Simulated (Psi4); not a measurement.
Internal rotation in SMILES C(=Cc1ccc[se]1)c1cccnc1. Scanned: dihedral C2–C1–C8–C9; all other coordinates were relaxed at GFN2-xTB. Points at φ and −φ are mirror images.

Geometry of the scan point at 120° (Å):
```
22

C      0.0602     0.6585     0.4712
C     -0.6382    -0.4099     0.0723
C     -2.0518    -0.4193    -0.1737
C     -2.7965    -1.4994    -0.5701
C     -4.1742    -1.2534    -0.7483
C     -4.5594     0.0253    -0.5016
Se    -3.1444     1.1057     0.0092
C      1.5085     0.6585     0.6459
C      2.3273     1.5192    -0.0839
C      3.6998     1.4350     0.0667
C      4.2122     0.4796     0.9324
N      3.4497    -0.3517     1.6221
C      2.1421    -0.2676     1.4780
H     -0.4451     1.6160     0.5700
H     -0.1342    -1.3579    -0.0738
H     -2.3567    -2.4696    -0.7320
H     -4.8638    -2.0216    -1.0561
H     -5.5555     0.4227    -0.5759
H      1.8863     2.2418    -0.7565
H      4.3590     2.0878    -0.4847
H      5.2782     0.3688     1.0803
H      1.5566    -0.9638     2.0650
```

Level of theory: PBE-D3(BJ)/def2-SVP // GFN2-xTB (Psi4 1.11).

Scanned values (°): -150, -120, -90, -60, -30, 0, 30, 60, 90, 120, 150, 180.

**Question.** Describe the profile: where are the wells and the tops?

**Answer.** Lower than their neighbours: 0° (0.0 mEh), 180° (0.6 mEh). Higher than their neighbours: -90° (10.6 mEh), 90° (10.6 mEh). The whole profile spans 10.6 mEh.
